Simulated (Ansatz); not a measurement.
Ligands exchanged one at a time, Al SiH3-SH. Gas-phase values, no solvent. One relaxed conformer stands for each flexible species; it need not be the lowest. Strings in code marks are SMILES.

Quantity: vertical ionisation energy (energy after one electron is removed minus that of the parent at the parent's geometry), in eV.

A: `[SiH3][Al]([SiH3])[SH]` (Si–Al–S–H torsion 0°)
B: `[SH][Al]([SH])[SH]`
C: `[SiH3][Al]([SiH3])[SiH3]`

Q: Put the candidates in order of vertical ionisation energy (energy after one electron is removed minus that of the parent at the parent's geometry), lowest first, for frozen-core CCSD(T)/cc-pVTZ // PBE0-D3(BJ)/def2-TZVP (Ansatz, a program for electronic structure).

A: C (9.17 eV), A (9.27 eV), B (9.99 eV)
